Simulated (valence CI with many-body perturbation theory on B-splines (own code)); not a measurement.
# Tb⁵¹⁺: calculated level list

Computed by relativistic CI+MBPT: four valence electrons over a frozen Dirac-Fock core [Ne], a basis of 11 s, 11 p, 10 d, 8 f, 5 g, 2 h functions for each j, with the one-electron correlation potential Σ1, the two-electron term Σ2, the three-electron term Σ3, Breit, model QED; selected CI, second order for the rest, scaled by the run's own slope (own B-spline code, finite nucleus).

The last digits are not significant, and no measured levels were compared; by estimate large intervals hold to a few tenths of a per cent, small ones and those within an open d or f shell to about a per cent. Among the levels kept, up to 590 cm⁻¹ of a level comes from second order outside the variational space, and about a tenth of that is noise between levels of different J, which matters for small intervals.

Levels 46 to 90 of 178, with energies above the lowest level, (3s^2 3p1/2^2) J=0. "Leading %" is the weight of the configuration and term that name the level; weights of strongly mixed levels are sums over their largest components and can fall short. In the jj column 3d3/2^4 stands for four electrons in 3d with j = 3/2. Lifetimes count E1, E2, E3, M1 and M2 decay at the calculated energies, and are blank where another channel may lead or the interval is too uncertain; long ones can be off by a factor of two.

| No. | Configuration | Term | J | E (eV) | Leading % | g | Second component | Lifetime | Leading jj |
| --- | --- | --- | --- | --- | --- | --- | --- | --- | --- |
| 46 | 3s3p²3d | ³G | 5 | 741.30 | 55 | 1.280 | 45 % 3s3p²3d ⁵F | 69.1 ps | 3s 3p1/2 3p3/2 3d5/2 (98 %) |
| 47 | 3s3p²3d | ³D | 1 | 742.97 | 57 | 0.928 | 11 % 3s3p²3d ³P | 727 fs | 3s 3p1/2 3p3/2 3d3/2 (70 %) |
| 48 | 3s3p²3d | ³P | 0 | 749.57 | 64 |  | 16 % 3s²3d² ³P | 776 fs | 3s 3p1/2 3p3/2 3d3/2 (62 %) |
| 49 | 3s3p²3d | ³F | 2 | 749.65 | 35 | 0.946 | 14 % 3s3p²3d ¹D | 586 fs | 3s 3p1/2 3p3/2 3d3/2 (76 %) |
| 50 | 3s3p²3d | ³F | 3 | 749.74 | 44 | 1.240 | 17 % 3s3p²3d ⁵D | 3.74 ps | 3s 3p1/2 3p3/2 3d5/2 (89 %) |
| 51 | 3s3p³ | ¹P° | 1 | 752.00 | 39 | 1.196 | 25 % 3s3p³ ³S° | 535 fs | 3s 3p3/2^3 (96 %) |
| 52 | 3s3p²3d | ³D | 3 | 758.75 | 62 | 1.293 | 8 % 3s3p²3d ³F | 2.56 ps | 3s 3p1/2 3p3/2 3d5/2 (90 %) |
| 53 | 3s3p²3d | ³P | 1 | 759.36 | 45 | 1.151 | 20 % 3s3p²3d ³D | 1.28 ps | 3s 3p1/2 3p3/2 3d5/2 (61 %) |
| 54 | 3s3p²3d | ¹G | 4 | 760.75 | 41 | 1.161 | 36 % 3s3p²3d ³F | 6.24 ps | 3s 3p1/2 3p3/2 3d5/2 (87 %) |
| 55 | 3s3p²3d | ¹D | 2 | 762.73 | 31 | 1.134 | 12 % 3s3p²3d ³F | 2.23 ps | 3s 3p1/2 3p3/2 3d5/2 (80 %) |
| 56 | 3s3p²3d | ³D | 3 | 771.10 | 37 | 1.188 | 24 % 3s3p²3d ³F | 1.40 ps | 3s 3p1/2 3p3/2 3d5/2 (91 %) |
| 57 | 3s3p²3d | ³F | 4 | 773.06 | 44 | 1.138 | 38 % 3s3p²3d ³G | 1.92 ps | 3s 3p1/2 3p3/2 3d5/2 (90 %) |
| 58 | 3s3p²3d | ³D | 1 | 775.53 | 43 | 0.873 | 25 % 3s3p²3d ¹P | 2.56 ps | 3s 3p1/2 3p3/2 3d5/2 (90 %) |
| 59 | 3s3p²3d | ³P | 1 | 785.79 | 33 | 1.376 | 27 % 3s3p²3d ³S | 2.08 ps | 3s 3p1/2 3p3/2 3d5/2 (90 %) |
| 60 | 3s3p²3d | ¹F | 3 | 787.15 | 36 | 1.080 | 35 % 3s3p²3d ³F | 1.23 ps | 3s 3p1/2 3p3/2 3d5/2 (86 %) |
| 61 | 3s3p²3d | ³D | 2 | 788.05 | 21 | 1.152 | 12 % 3s3p²3d ¹D | 1.35 ps | 3s 3p1/2 3p3/2 3d5/2 (76 %) |
| 62 | 3s3p²3d | ³P | 0 | 789.84 | 42 |  | 35 % 3s3p²3d ¹S | 1.43 ps | 3s 3p1/2 3p3/2 3d5/2 (75 %) |
| 63 | 3s²3d² | ³F | 2 | 792.54 | 38 | 0.873 | 17 % 3s²3d² ¹D | 453 fs | 3s^2 3d3/2^2 (58 %) |
| 64 | 3s3p²3d | ³P | 2 | 795.20 | 26 | 1.132 | 12 % 3s3p²3d ³D | 650 fs | 3s 3p1/2 3p3/2 3d5/2 (75 %) |
| 65 | 3s²3d² | ³P | 0 | 812.85 | 58 |  | 16 % 3s²3d² ¹S | 336 fs | 3s^2 3d3/2^2 (71 %) |
| 66 | 3s²3d² | ³F | 3 | 827.04 | 80 | 1.094 | 7 % 3s3p²3d ³D | 658 fs | 3s^2 3d3/2 3d5/2 (80 %) |
| 67 | 3s²3d² | ¹G | 4 | 835.22 | 50 | 1.113 | 36 % 3s²3d² ³F | 907 fs | 3s^2 3d3/2 3d5/2 (80 %) |
| 68 | 3s²3d² | ³P | 2 | 836.42 | 40 | 1.209 | 24 % 3s²3d² ¹D | 603 fs | 3s^2 3d3/2 3d5/2 (78 %) |
| 69 | 3s²3d² | ³P | 1 | 839.03 | 79 | 1.512 | 4 % 3s3p²3d ⁵P | 617 fs | 3s^2 3d3/2 3d5/2 (79 %) |
| 70 | 3p³3d | ³F° | 2 | 852.89 | 18 | 0.961 | 17 % 3p³3d ³D° | 4.58 ps | 3p1/2^2 3p3/2 3d3/2 (76 %) |
| 71 | 3p³3d | ³P° | 0 | 862.59 | 51 |  | 22 % 3p³3d ⁵D° | 2.96 ps | 3p1/2^2 3p3/2 3d3/2 (85 %) |
| 72 | 3p³3d | ³F° | 3 | 866.03 | 26 | 1.086 | 19 % 3p³3d ³G° | 2.06 ps | 3p1/2^2 3p3/2 3d3/2 (86 %) |
| 73 | 3p³3d | ³D° | 1 | 867.01 | 31 | 1.104 | 25 % 3p³3d ³P° | 2.03 ps | 3p1/2^2 3p3/2 3d3/2 (90 %) |
| 74 | 3s²3d² | ³F | 4 | 867.29 | 49 | 1.167 | 37 % 3s²3d² ¹G | 3.46 ps | 3s^2 3d5/2^2 (80 %) |
| 75 | 3s²3d² | ³P | 2 | 875.64 | 24 | 1.181 | 22 % 3p⁴ ¹D | 1.48 ps | 3s^2 3d5/2^2 (44 %) |
| 76 | 3s3p3d² | ⁵G° | 2 | 877.27 | 60 | 0.524 | 25 % 3s3p3d² ³F° | 2.74 ps | 3s 3p1/2 3d3/2^2 (84 %) |
| 77 | 3s²3d² | ¹D | 2 | 877.61 | 26 | 1.172 | 24 % 3p⁴ ¹D | 1.17 ps | 3s^2 3d5/2^2 (45 %) |
| 78 | 3p⁴ | ³P | 1 | 881.21 | 81 | 1.396 | 11 % 3s3p²3d ¹P | 577 fs | 3p1/2 3p3/2^3 (81 %) |
| 79 | 3s3p3d² | ⁵G° | 3 | 890.30 | 36 | 0.992 | 19 % 3s3p3d² ³F° | 2.79 ps | 3s 3p1/2 3d3/2^2 (86 %) |
| 80 | 3s²3d² | ¹S | 0 | 895.56 | 60 |  | 17 % 3s²3d² ³P | 3.03 ps | 3s^2 3d5/2^2 (74 %) |
| 81 | 3s3p²3d | ³F | 3 | 901.94 | 26 | 1.307 | 22 % 3s3p²3d ⁵D | 961 fs | 3s 3p3/2^2 3d3/2 (86 %) |
| 82 | 3s3p²3d | ³D | 2 | 901.95 | 20 | 1.342 | 18 % 3s3p²3d ⁵P | 716 fs | 3s 3p3/2^2 3d3/2 (77 %) |
| 83 | 3s3p²3d | ³P | 1 | 902.73 | 33 | 1.651 | 30 % 3s3p²3d ⁵P | 767 fs | 3s 3p3/2^2 3d3/2 (90 %) |
| 84 | 3p³3d | ³F° | 4 | 907.16 | 43 | 1.240 | 24 % 3p³3d ⁵D° | 2.55 ps | 3p1/2^2 3p3/2 3d5/2 (89 %) |
| 85 | 3s3p²3d | ³F | 4 | 911.15 | 49 | 1.218 | 17 % 3s3p²3d ⁵F | 916 fs | 3s 3p3/2^2 3d3/2 (87 %) |
| 86 | 3s3p3d² | ⁵D° | 0 | 911.98 | 61 |  | 28 % 3s3p3d² ³P° | 873 fs | 3s 3p1/2 3d3/2^2 (80 %) |
| 87 | 3p³3d | ³P° | 2 | 912.04 | 19 | 1.250 | 16 % 3p³3d ³D° | 2.30 ps | 3p1/2^2 3p3/2 3d5/2 (81 %) |
| 88 | 3s3p3d² | ⁵F° | 1 | 915.71 | 49 | 0.360 | 38 % 3s3p3d² ³D° | 643 fs | 3s 3p1/2 3d3/2^2 (88 %) |
| 89 | 3p³3d | ³D° | 3 | 920.42 | 15 | 1.137 | 9 % 3p³3d ¹F° | 3.06 ps | 3p1/2^2 3p3/2 3d5/2 (50 %) |
| 90 | 3s3p3d² | ⁵D° | 1 | 920.51 | 40 | 1.492 | 25 % 3s3p3d² ³P° | 1.12 ps | 3s 3p1/2 3d3/2^2 (86 %) |
